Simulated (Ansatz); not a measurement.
`C=[CH][Al]([Cl])[Cl]` + H₂O → `[OH][Al]([Cl])[Cl]` + `C=C` at 400 K and 1 bar (formal hydrolysis of the Al–C bond).

Program: Ansatz. Geometries: PBE0-D4/def2-TZVP. ΔE: electronic, gas phase. CCSD(T)/CBS adds triple-zeta CCSD(T) − MP2 to the extrapolated MP2 energy (def2 sets, frozen cores). This one scheme is used for every species. Each species was taken in one conformer, which may not be the lowest.

| species | CCSD(T)/CBS energy (Eh) | H − E (kJ/mol) | S (J/(mol·K)) |
| --- | --- | --- | --- |
| `C=[CH][Al]([Cl])[Cl]` | -1239.61034 | 150.5 | 387.6 |
| H₂O | -76.37941 | 69.8 | 198.6 |
| `[OH][Al]([Cl])[Cl]` | -1237.55309 | 70.3 | 347.5 |
| `C=C` | -78.48111 | 149.4 | 232.7 |

H − E and S are ideal-gas, rigid-rotor, harmonic terms from PBE0-D4/def2-TZVP, for one conformer and one mirror image of each species. 1 Eh = 2625.50 kJ/mol, R = 8.31446 J/(mol·K).

By hand: ΔE, ΔH, ΔS and ΔG.

ΔE = (-1237.55309) + (-78.48111) − (-1239.61034) − (-76.37941) = -0.04445 Eh = -116.7 kJ/mol. Δ(H − E) = 70.3 + 149.4 − 150.5 − 69.8 = -0.6, so ΔH = -117.3 kJ/mol. ΔS = 347.5 + 232.7 − 387.6 − 198.6 = -6.0 J/(mol·K). ΔG = -117.3 − 400 × (-6.0)/1000 = -114.9 kJ/mol.

By hand: the equilibrium constant, and the temperature at which ΔG would vanish if ΔH and ΔS stayed fixed.

log₁₀ K = −ΔG/(RT ln 10) = 15.0. ΔG = 0 at ΔH/ΔS = 19550 K, far beyond where these terms or the molecules hold.

The number of gas molecules stays the same, so ΔS is small and ΔH decides. A doubt of 5 kJ/mol in ΔE shifts log₁₀ K by 0.7 here. Other conformers and mirror images would add mixing entropy, several J/(mol·K) or more a flexible species. These are equilibria of isolated gas molecules and say nothing of rates. Largest T1 diagnostic: 0.011 (customary marks: 0.02 for closed shells, 0.045 for open ones).
